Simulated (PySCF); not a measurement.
Input for PySCF: R-B3LYP/6-311+G** on ethylmethylamine (SMILES CCNC), a point of a torsion scan.

```python
from pyscf import gto, scf, dft, mp
from pyscf.data.elements import chemcore

mol = gto.M(
    atom='''
    C     1.85060548    0.47926396   -0.07670873
    C     0.56717062   -0.25025555    0.29763129
    N    -0.60468649    0.15131518   -0.47734755
    C    -0.66016830    1.51399866   -0.95929475
    H     2.67617151    0.05683048    0.49158889
    H     1.78374762    1.53872809    0.15394720
    H     2.06627767    0.35897860   -1.13541815
    H     0.69741946   -1.32605154    0.13623496
    H     0.40310832   -0.09580179    1.37907283
    H    -1.44318549   -0.07061750    0.04635713
    H    -0.58691806    2.27873301   -0.16887858
    H     0.14040677    1.67815587   -1.67758750
    H    -1.61043839    1.64937130   -1.47437006
    ''',
    basis='6-311+g**',
    charge=0, spin=0, verbose=3, max_memory=1800)
mf = dft.RKS(mol, xc='b3lyp')
mf.conv_tol = 1e-8
mf.max_cycle = 100
mf.kernel()
if not mf.converged:
    mf = mf.newton().run(mf.mo_coeff, mf.mo_occ)
```

What total energy does the run end on?

-174.5290 hartree.
